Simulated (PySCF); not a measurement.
Species: C4H7FO2S.
InChI=1S/C4H7FO2S/c1-6-3(5)4(8)7-2/h3H,1-2H3/t3-/m1/s1

Torsions of this conformer, `[CH3:1][O:2][C:3](=[S:4])[C@H:5]([F:6])[O:7][CH3:8]`: C1–O2–C3–S4 0°, O2–C3–C5–F6 46°, C3–C5–O7–C8 -171°.

The closed-shell ground state was solved at several levels (PySCF, density fitting, gas phase, non-relativistic). Geometry: GFN2-xTB, one conformer, isolated molecule.

```tsv
level	basis functions	HOMO (eV)	LUMO (eV)	gap (eV)	dipole (D)
PBE0/pcSseg-1	178	-6.88	-1.65	5.23	1.11
B3LYP/def2-SVPD	232	-6.69	-2.00	4.69	1.05
```

**Question.** Estimate the row for PBE0/def2-SVPD, a basis of 232 functions; the other rows only guide the guess.

**Answer.** HOMO -6.95 eV, LUMO -1.81 eV, gap 5.14 eV, dipole 1.09 D.

**Question.** Over all these levels, which gives the widest orbital gap and which the narrowest?

**Answer.** PBE0/pcSseg-1 (global hybrid, 25 % exact exchange) has the widest, 5.23 eV, and B3LYP/def2-SVPD (global hybrid, 20 % exact exchange) the narrowest, 4.69 eV. Functional and basis both differ between the two, so the spread mixes both effects.

**Question.** How far do the dipole and the HOMO energy spread over the levels?

**Answer.** The dipole runs from 1.05 to 1.11 D (mean 1.08 D) and the HOMO from -6.95 to -6.69 eV.
